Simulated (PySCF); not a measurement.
W(NH)(S)(F)(NH2) (FH₃N₂SW), SMILES [S]=[W]([F])([NH2])=[NH], multiplicity 1. Coordinates come from a PBE-D3(BJ)/def2-SVP optimisation. The spin state was assumed, not searched. The structure was generated by enumeration; whether it is a known compound was not checked. The def2 effective core potentials stand for the cores of W; spin–orbit coupling is left out. The values are those of a single conformer.

Method: PBE-D3(BJ)/def2-SVP (PySCF).

Harmonic wavenumbers (cm⁻¹): 171, 181, 189, 227, 247, 394, 483, 509, 541, 594, 658, 672, 711, 977, 1459, 3468, 3527, 3571. Rotational constants (GHz): 3.076, 2.138, 1.945; symmetry number 1.

Work out the zero-point energy and the ideal-gas rigid-rotor harmonic-oscillator thermochemistry at 298.15 K and 1 atm.

ZPE = ½ Σ hcν = ½ × 18580 cm⁻¹ = 111.14 kJ/mol. H − E(el) = 132.40 kJ/mol. Entropy in J/(mol K): translation 178.38, rotation 115.56, vibration 63.10, total 357.05. G − E(el) = 25.95 kJ/mol. Cp = 110.50 J/(mol K).
